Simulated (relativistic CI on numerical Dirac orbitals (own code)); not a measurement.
# Radial parameters of Ce⁺

Calculated at this level of theory: Dirac-Coulomb-Breit CI, KLI orbitals optimised for each configuration, model QED (radiative potential, 1s self-energy scaled to tabulated hydrogen-like ionisation energies), valence Slater integrals scaled by 0.85, P86 correlation energy added to each configuration (own radial code, finite nucleus).

Slater integrals F^k, G^k are unscaled and averaged over j, outside the closed core [Xe]; ζ comes from projecting the Hamiltonian with its Breit term on Σ l·s of the shell.

- 4f5d²: ζ(4f) = 616.48, F^2(5d,5d) = 35523, F^4(5d,5d) = 23164, F^2(4f,5d) = 24013, F^4(4f,5d) = 12254, G^1(4f,5d) = 14454, G^3(4f,5d) = 10614, G^5(4f,5d) = 7837.6, ζ(5d) = 387.97 cm⁻¹; <r>(4f) = 1.129, <r^2>(4f) = 1.716, <r>(5d) = 2.858, <r^2>(5d) = 9.647 (bohr units).
- 4f5d6s: ζ(4f) = 613.18, F^2(4f,5d) = 24928, F^4(4f,5d) = 12756, G^1(4f,5d) = 14654, G^3(4f,5d) = 10927, G^5(4f,5d) = 8111.7, ζ(5d) = 481.5, G^3(4f,6s) = 2902.5, G^2(5d,6s) = 17041 cm⁻¹; <r>(4f) = 1.111, <r^2>(4f) = 1.641, <r>(5d) = 2.789, <r^2>(5d) = 9.199, <r>(6s) = 4.074, <r^2>(6s) = 18.62 (bohr units).
- 4f²6s: F^2(4f,4f) = 73219, F^4(4f,4f) = 45034, F^6(4f,4f) = 32154, ζ(4f) = 530.27, G^3(4f,6s) = 3590.2 cm⁻¹; <r>(4f) = 1.289, <r^2>(4f) = 2.399, <r>(6s) = 4.249, <r^2>(6s) = 20.27 (bohr units).

Problem. Give the Racah parameters of the d shell in 4f5d².

Solution. B = F²/49 − 5F⁴/441 = 462 cm⁻¹ and C = 35F⁴/441 = 1838 cm⁻¹; values fitted to spectra at such low charge are typically 15 to 30 % smaller.

In this model ζ of a weakly bound d, f or g electron outside closed shells comes out too small, for d by up to a factor of two or three and at times with the wrong sign; that of an outer p electron is too small as well.

For a near-neutral ion this model can misplace configurations by up to about 10,000 cm⁻¹ (more where the count of f electrons changes) and terms by 10 to 25 % of their spread. Rates follow the energies as ν³ (E1, M1) or ν⁵ (E2), so they and the lifetimes can be off by large factors. The fine structure of a lone outer electron comes out too small, for d and f at times inverted, and misplaced configurations move strength between like terms.

Averages of the first 10 configurations, taken without configuration mixing, which lowers the lowest level and can move excited configurations by several eV; other configurations of the list can lie among them:

```json
{"Configuration": "4f5d²", "Parity": "odd", "States": "630", "Average energy above the lowest level (eV)": "1.4"}
{"Configuration": "4f5d6s", "Parity": "odd", "States": "280", "Average energy above the lowest level (eV)": "1.4"}
{"Configuration": "4f²6s", "Parity": "even", "States": "182", "Average energy above the lowest level (eV)": "2.8"}
{"Configuration": "4f²5d", "Parity": "even", "States": "910", "Average energy above the lowest level (eV)": "3.4"}
{"Configuration": "4f6s²", "Parity": "odd", "States": "14", "Average energy above the lowest level (eV)": "2.4"}
{"Configuration": "4f5d6p", "Parity": "even", "States": "840", "Average energy above the lowest level (eV)": "4.2"}
{"Configuration": "4f²6p", "Parity": "odd", "States": "546", "Average energy above the lowest level (eV)": "5.4"}
{"Configuration": "5d³", "Parity": "even", "States": "120", "Average energy above the lowest level (eV)": "4.4"}
{"Configuration": "4f³", "Parity": "odd", "States": "364", "Average energy above the lowest level (eV)": "9.1"}
{"Configuration": "4f6s6p", "Parity": "even", "States": "168", "Average energy above the lowest level (eV)": "4.9"}
```
